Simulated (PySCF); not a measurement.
Job file and geometry (Å, from GFN2-xTB) of an NMR shielding run on SMILES S=C=C(C#C)[SiH2]COC, C6H8OSSi, PySCF 2.14.0, density-fitted response routines, GIAO PBE0/pcSseg-1 NMR shielding, non-relativistic, gas phase; density fitting, a coarse starting grid and PySCF grid level 2 are the driver's defaults:

```
$ OMP_NUM_THREADS=1 python probes_run.py task.json out

{"job": {"kind": "nmr", "xc": "PBE0", "basis": "pcSseg-1"}, "charge": 0, "multiplicity": 1}
C      3.574075     0.305490    -2.321017
C      2.660547     0.314842    -1.541286
C      1.580651     0.297601    -0.642286
C      1.395436     1.166172     0.309800
S      1.066194     2.118717     1.494391
Si     0.305474    -1.099284    -0.886208
C     -0.994385    -0.927525     0.493833
O     -1.591693     0.331069     0.259338
C     -2.509795     0.713184     1.248786
H      4.377163     0.312782    -2.994704
H      1.011068    -2.382460    -0.770028
H     -0.327171    -0.932256    -2.194922
H     -1.751109    -1.723096     0.458988
H     -0.546662    -0.957100     1.497358
H     -3.344612     0.003408     1.311070
H     -2.885295     1.695063     0.967239
H     -2.026885     0.775423     2.232529
```

Question: Write the output of this run.

Answer: 
```
coarse grid: 15816 points
cycle   1  E = -995.3901993337  dE =  1.252e+00  |g| = 6.103e-01  |ddm| = 4.134e+00
cycle   2  E = -995.3133608162  dE =  7.684e-02  |g| = 8.678e-01  |ddm| = 1.556e+00
cycle   3  E = -995.4678098442  dE = -1.544e-01  |g| = 1.167e-01  |ddm| = 1.008e+00
cycle   4  E = -995.4701033140  dE = -2.293e-03  |g| = 6.322e-02  |ddm| = 1.684e-01
cycle   5  E = -995.4709347063  dE = -8.314e-04  |g| = 2.963e-02  |ddm| = 7.381e-02
cycle   6  E = -995.4711457467  dE = -2.110e-04  |g| = 8.079e-03  |ddm| = 3.416e-02
cycle   7  E = -995.4711611377  dE = -1.539e-05  |g| = 2.899e-03  |ddm| = 1.123e-02
cycle   8  E = -995.4711631854  dE = -2.048e-06  |g| = 5.465e-04  |ddm| = 3.193e-03
final grid: 145104 points
cycle   9  E = -995.5391467823  dE = -1.913e-05  |g| = 1.289e-02  |ddm| = 5.313e-02
cycle  10  E = -995.5390644338  dE =  8.235e-05  |g| = 2.200e-02  |ddm| = 2.939e-02
cycle  11  E = -995.5391774633  dE = -1.130e-04  |g| = 4.705e-03  |ddm| = 2.293e-02
cycle  12  E = -995.5391833902  dE = -5.927e-06  |g| = 6.728e-04  |ddm| = 4.452e-03
cycle  13  E = -995.5391834850  dE = -9.488e-08  |g| = 2.097e-04  |ddm| = 7.657e-04
cycle  14  E = -995.5391834941  dE = -9.048e-09  |g| = 8.283e-05  |ddm| = 2.018e-04
cycle  15  E = -995.5391834955  dE = -1.405e-09  |g| = 2.687e-05  |ddm| = 9.389e-05
cycle  16  E = -995.5391834957  dE = -1.892e-10  |g| = 5.078e-06  |ddm| = 3.211e-05
converged SCF energy = -995.5391834957

GIAO shielding tensors (ppm)
atom      isotropic    diamagn.    paramagn.     s11        s22        s33       span
  0 C       93.351     256.708    -163.357     35.847     37.017    207.189    171.342
  1 C      114.162     241.974    -127.812     19.446     22.839    300.200    280.754
  2 C      141.847     266.988    -125.141     53.789    147.478    224.273    170.484
  3 C      -66.048     263.724    -329.772   -185.772    -86.406     74.032    259.804
  4 S      253.558    1059.218    -805.659     91.501    144.570    524.604    433.102
  5 Si     384.889     880.213    -495.324    363.206    371.897    419.562     56.356
  6 C      123.666     252.922    -129.256     89.003     98.785    183.212     94.209
  7 O      331.328     400.902     -69.574    315.606    334.976    343.401     27.795
  8 C      121.985     243.502    -121.517     89.971     92.272    183.711     93.740
  9 H       28.988      32.858      -3.870     24.679     24.965     37.321     12.641
 10 H       27.091      28.372      -1.281     23.577     25.460     32.235      8.658
 11 H       26.980      28.778      -1.798     23.763     25.177     32.000      8.237
 12 H       28.325      30.723      -2.399     24.765     26.742     33.467      8.702
 13 H       28.560      33.052      -4.492     25.996     27.524     32.159      6.164
 14 H       28.448      28.109       0.339     24.464     25.962     34.916     10.452
 15 H       27.879      29.042      -1.163     24.009     24.872     34.756     10.747
 16 H       28.682      29.882      -1.200     24.163     27.786     34.097      9.934
```

Question: Turn these shieldings into chemical shifts. Referencing at the same level of theory: TMS for $^{13}$C (186.93 ppm) and $^{29}$Si (349.16 ppm) and $^{1}$H (31.72 ppm); CS2 for $^{33}$S (503.73 ppm); $^{17}$O (336.08 ppm) against H2O.

Answer: Averaging equivalent atoms: C 3: 253.0; C 0: 93.6; C 1: 72.8; C 8: 64.9; C 6: 63.3; C 2: 45.1; S 4: 250; Si 5: -35.7; O 7: 4.8; H 10/11: 4.68; H 14/15/16: 3.38; H 12/13: 3.27; H 9: 2.73 ppm. Experimental scales use liquid or dissolved standards, which lie at an offset from isolated H2O (liquid H2O: subtract about 36 ppm).

Size and cost of the density-fitted run: 207 basis functions, 49 s wall time on 1 thread of an Arm Neoverse V1, shared host; peak memory 0.96 GiB.
